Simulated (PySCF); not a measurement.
# How methods differ on the excitation energy of N

N [He] 2s2 2p3 (4S) → N [He] 2s1 2p4 (4P), as a difference of total energies. All numbers are calculated (PySCF 2.14, the non-relativistic Hamiltonian (point nucleus), in aug-cc-pVQZ). Correlated levels: valence: 1s2 frozen. The calculations carry no spin-orbit coupling.

```
           method  excitation energy (eV)
              UHF                  10.873
    MP2 (valence)                  11.034
SCS-MP2 (valence)                  11.054
   CCSD (valence)                  10.866
CCSD(T) (valence)                  10.802
```

How much does correlation contribute at CCSD(T) (valence)?

10.802 − (10.873) = -0.071 eV, measured against UHF.

Errors of the correlated levels include the incompleteness of this basis and the frozen core.

For comparison: 10.927 eV (measured; NIST levels, between the centres of gravity of the two terms).
